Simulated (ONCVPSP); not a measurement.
# Varying the ONCV potential for F

Base potential:

fluorine (F), optimised norm-conserving Vanderbilt (ONCV), made with ONCVPSP 4.0.1 (LDA (Perdew-Zunger), scalar-relativistic). Core [He], reference 2s2 2p5. Waves: 2s: rc 0.70 bohr, ncon 4, nbas 7, qcut 11.1 1/bohr, 1 projector; 2p: rc 1.80 bohr, ncon 4, nbas 8, qcut 7.6 1/bohr, 2 projectors, debl 3 Ha. Local part: polynomial inside 0.65 bohr (lpopt 5, dvloc0 3 Ha). Core correction: polynomial model core, fcfact 0.65.

All-electron outer shells of the reference configuration (LDA (Perdew-Zunger), scalar-relativistic, ld1.x):

```tsv
shell	level (eV)	outermost node (bohr)	outermost maximum (bohr)
1s	-658.96	–	0.12
2s	-29.65	0.24	0.77
2p	-11.29	–	0.71
```

Cutoffs, loose and tight: the cutoffs (Ha) at which the residual kinetic energy of the hardest occupied pseudo-wave falls to 1 and 0.1 mHa per electron. They do not see the model core or the augmentation charge, which bear on the density cutoff. Test errors are all-electron minus pseudo excitation energies from the reference, over the configurations 2s2 2p4; 2s2 2p3; 2s2 2p2; 2s1 2p5. A dash means not determined; rows that change the core or the reference have their own tests.

```tsv
change	outcome	cutoff, loose	cutoff, tight	bound ghosts	GHOST(+) flags above zero	largest test error (meV)
base	generated	56 Ha	111 Ha	none	none	+2884
core correction polynomial model core, fcfact 1.14	generated	56 Ha	111 Ha	none	none	+2884
s: rc 0.64; local potential polynomial inside 0.64 bohr (lpopt 5, dvloc0 3 Ha)	generated	55 Ha	98 Ha	none	none	+2884
local potential polynomial inside 0.50 bohr (lpopt 4, dvloc0 6 Ha)	generated	56 Ha	111 Ha	none	none	+2884
local potential polynomial inside 0.65 bohr (lpopt 5, dvloc0 6.5 Ha)	generated	56 Ha	111 Ha	none	none	+2884
p: qcut 5.8	generated	56 Ha	111 Ha	none	none	+4299
p: ncon 3, nbas 7	generated	56 Ha	111 Ha	none	none	+3184
```

(1) What comes out with this change to the base: s: qcut 8.6; p: qcut 5.9?

## Answers

(1) outcome: generated; cutoff, loose: 162 Ha; cutoff, tight: 234 Ha; bound ghosts: none; GHOST(+) flags above zero: none; largest test error (meV): +4191.
